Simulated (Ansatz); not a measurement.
H3NZn (SMILES [NH2][ZnH]) moved off its minimum; all values from Ansatz (a program for electronic structure), cores frozen in correlated methods.
(charge 0, multiplicity 1)
```xyz
5

Zn    -0.2066    -0.0211    -0.3295
H     -1.1849    -0.2237    -1.5139
N      0.9666     0.1321     1.0315
H      1.1840    -0.6601     1.6693
H      0.8687     0.8866     1.5989
```

Forces at wB97M-V/def2-TZVPP (eV/Å):

```json
[
 {"atom": "Zn1", "Fx": "-0.601", "Fy": "-0.382", "Fz": "-0.650"},
 {"atom": "H2", "Fx": "0.343", "Fy": "0.150", "Fz": "0.336"},
 {"atom": "N3", "Fx": "0.767", "Fy": "-3.331", "Fz": "-0.590"},
 {"atom": "H4", "Fx": "-0.280", "Fy": "0.769", "Fz": "-1.003"},
 {"atom": "H5", "Fx": "-0.229", "Fy": "2.794", "Fz": "1.908"}
]
```

### Question
Give the forces (eV/Å), the total energy and the dipole at CCSD(T)/def2-TZVPPD.

### Answer

| atom | Fx | Fy | Fz |
|---|---|---|---|
| Zn1 | -0.639 | -0.380 | -0.674 |
| H2 | 0.335 | 0.144 | 0.315 |
| N3 | 0.804 | -3.347 | -0.696 |
| H4 | -0.265 | 0.716 | -0.936 |
| H5 | -0.235 | 2.867 | 1.991 |
Energy -1834.7382 hartree, dipole 0.84 D.
